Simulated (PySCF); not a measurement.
# NMR problem set

- GFN2-xTB structure
- NMR shieldings at PBE0/pcSseg-1/GIAO
- program: PySCF 2.14
- isolated molecule, single conformer, averaged over atoms made equivalent by symmetry, fast rotation or ring inversion, non-relativistic Hamiltonian

Referencing at the same level of theory: ¹H and ¹³C against TMS. Where no couplings were computed, multiplicities follow the n + 1 count of equivalent neighbours, and m marks all less simple cases (inequivalent or close neighbours, rings, F or P nearby). Shifts are as computed. Against solution values, carbons near 30 ppm lie about +3 ppm off and those near 130 ppm about +5 ppm. Of 1211 compounds with measured shifts, 218 miss one by over three times the rms of a fit or turn the order of signals round; such compounds aren't used in these exercises.

Problem. C₅H₆O₂Si. ¹H NMR (600 MHz, computed): δ 7.09 (s, 2H), 4.55 (m, 1H), 0.45 (d, 3H). ¹³C{¹H} NMR (computed): δ 244.8, 151.9, -10.1. Identify the compound.

Solution. `C[SiH]1C(=O)C=CC1=O`. Rings plus π bonds: 4 (1 ring in the answer). 3 carbon signals for 5 carbons: some carbons are equivalent by symmetry or fast rotation. Carbon types of the structure: 2 × C, 2 × CH, 1 × CH3, leaving 1 H on heteroatoms. δC 244.8: carbonyl carbon. δC 151.9: β carbon of a C=C–C=O unit; conjugation with the carbonyl draws π density from the β position. δC -10.1: methyl carbon bonded to Si; an electropositive neighbour leaves it electron-rich and shielded. δH 7.09: hydrogen on a β carbon of a C=C–C=O unit; attached to an sp2 carbon and in the plane of the double bond.

This is the structure that produced the data.

Problem. C₆H₈O₃Si. ¹H NMR (300 MHz, computed): δ 8.53 (m, 1H), 7.39 (m, 1H), 4.45 (s, 3H), 4.06 (s, 3H). ¹³C{¹H} NMR (computed): δ 169.7, 161.4, 154.1, 131.5, 126.9, 53.6. Give a structure.

Solution. SMILES O=C(OC)c1coc([SiH3])c1. The formula gives 4 degrees of unsaturation (1 ring in the answer). 6 carbon signals for 6 carbons: no two carbons are equivalent. Carbon types of the structure: 3 × C, 2 × CH, 1 × CH3, leaving 3 H on heteroatoms. δC 169.7: ester carbonyl carbon; it is a carbonyl in resonance with an O or N lone pair, the region of acids, esters and amides. δC 161.4: aromatic CH next to the ring oxygen. δC 131.5: aromatic CH; the aromatic region. δH 8.53: hydrogen on an aromatic CH next to the ring oxygen; ring current plus the deshielding of an ortho carbonyl group.

The data come from this structure; uniqueness wasn't tested.
